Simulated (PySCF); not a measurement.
## Core-level binding energies of `CCC[C@](C)(CC)OC`

C8H18O.
Atom-mapped SMILES: `[CH3:1][CH2:2][CH2:3][C@:4]([CH3:5])([CH2:6][CH3:7])[O:8][CH3:9]`

Cartesian coordinates in Å at the PBE0-D3(BJ)/def2-SVP level; atoms count from 1:
```
atom  x, y, z in Å
C1     3.1045   -0.3681   -0.8802
C2     1.8327    0.1389   -0.2181
C3     0.6078   -0.0026   -1.1111
C4    -0.7440    0.2850   -0.4350
C5    -1.8726    0.0247   -1.4333
C6    -0.7944    1.7259    0.0866
C7    -2.1153    2.1294    0.7216
O8    -0.8981   -0.5103    0.7379
C9    -1.0131   -1.8899    0.5845
H10    3.0254   -1.4375   -1.1343
H11    3.9797   -0.2473   -0.2240
H12    3.3140    0.1746   -1.8162
H13    1.9681    1.1938    0.0708
H14    1.6486   -0.4072    0.7215
H15    0.5827   -1.0270   -1.5227
H16    0.6996    0.6571   -1.9909
H17   -1.8692    0.7952   -2.2184
H18   -1.7606   -0.9508   -1.9295
H19   -2.8522    0.0459   -0.9350
H20   -0.5386    2.4053   -0.7437
H21    0.0056    1.8276    0.8354
H22   -2.9340    2.1836   -0.0117
H23   -2.3994    1.4032    1.4968
H24   -2.0348    3.1194    1.1949
H25   -1.9326   -2.1891    0.0478
H26   -1.0557   -2.3237    1.5938
H27   -0.1500   -2.3414    0.0596
```

Method: delta-SCF UKS SCAN, pcX-2 on the ionised atom, pcseg-1 elsewhere, spin-free X2C (PySCF). Binding energies are ΔSCF values: E(core-ionised, relaxed orbitals) − E(ground state) at a fixed geometry, referred to the vacuum level.

Q: Give the core binding energies atom by atom.

A: 
```tsv
atom(s)	bonded to	level	binding energy (eV)	above the level's lowest (eV)	count
C1	C and 3 H	C 1s	290.41	+0.29	1
C2	2 C and 2 H	C 1s	290.23	+0.11	1
C3	2 C and 2 H	C 1s	290.12	0.00	1
C4	O and 3 C	C 1s	291.59	+1.47	1
C5	C and 3 H	C 1s	290.30	+0.18	1
C6	2 C and 2 H	C 1s	290.15	+0.03	1
C7	C and 3 H	C 1s	290.19	+0.07	1
O8	2 C	O 1s	537.74	0.00	1
C9	O and 3 H	C 1s	291.86	+1.74	1
```

The listed C 1s values span 1.74 eV, from C3 (bonded to 2 C and 2 H) to C9 (bonded to O and 3 H). The widest gap between neighbouring values is 1.18 eV, between 290.41 and 291.59 eV. Summing the Pauling electronegativity differences to the bonded atoms, each weighted by its formal bond order, gives -0.70 for the lowest site and -0.16 for the highest; the largest sum, +0.89, belongs to C4, 0.27 eV below the top. The smallest sum, -1.05, belongs to C7, 0.07 eV above the lowest. The values 290.12, 290.15, 290.19 and 290.23 eV lie too close for their order to be trusted.

Q: Express the binding energy of C 1s of C4 in atomic units and per mole.

A: 291.59 eV = 10.7157 Eh = 28134 kJ/mol.

Geometry: PBE0-D3(BJ)/def2-SVP, one conformer, isolated molecule.
